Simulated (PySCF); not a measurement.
C₆H₁₀F₂.
SMILES with atom numbers: `[CH3:1]/[CH:2]=[C:3](/[CH3:4])[CH2:5][CH:6]([F:7])[F:8]` (hydrogens: H9, H10, H11 on C1; H12 on C2; H13, H14, H15 on C4; H16, H17 on C5; H18 on C6)

The geometry is computed with GFN2-xTB (gas phase).

Q: Give the optimised bond lengths and angles.

A: 
```json
{"bond": "C1–C2", "length (Å)": "1.494", "order": "single"}
{"bond": "C2=C3", "length (Å)": "1.328", "order": "double"}
{"bond": "C3–C4", "length (Å)": "1.499", "order": "single"}
{"bond": "C3–C5", "length (Å)": "1.509", "order": "single"}
{"bond": "C5–C6", "length (Å)": "1.522", "order": "single"}
{"bond": "C6–F7, C6–F8", "length (Å)": "1.357", "order": "single"}
{"bond": "C1–H9, C1–H10, C1–H11", "length (Å)": "1.089", "order": "single"}
{"bond": "C2–H12", "length (Å)": "1.083", "order": "single"}
{"bond": "C4–H13, C4–H14, C4–H15", "length (Å)": "1.089", "order": "single"}
{"bond": "C5–H16, C5–H17", "length (Å)": "1.091", "order": "single"}
{"bond": "C6–H18", "length (Å)": "1.100", "order": "single"}
```

Bonds in one row agree within 0.01 Å and their mean is given. Orders are formal, as drawn. A selection of angles:
```json
{"angle": "C1–C2–C3", "degrees": "127.7"}
{"angle": "C2–C3–C4", "degrees": "122.1"}
{"angle": "C2–C3–C5", "degrees": "123.4"}
{"angle": "C4–C3–C5", "degrees": "114.5"}
{"angle": "C3–C5–C6", "degrees": "110.9"}
{"angle": "C5–C6–F7", "degrees": "110.8"}
{"angle": "F7–C6–F8", "degrees": "105.8"}
```

Dihedral angles: C1–C2–C3–C4 179° (antiperiplanar); C2–C3–C5–C6 82° (synclinal); C3–C5–C6–F7 -173° (antiperiplanar). The mirror-image conformer, all signs reversed, is as good.

The C–C distances run from 1.328 Å (C2=C3, drawn double) to 1.522 Å (C5–C6, drawn single), a spread of 0.194 Å. Of the pairs four or more bonds apart, H9···H16 is among the closest relative to their van der Waals radii: 2.15 Å, 90 % of the sum of Bondi's values.

Point group: C1 (no symmetry element, even within 0.4 Å). Whether it is a minimum is left open (no frequencies). One conformer, not necessarily the lowest.
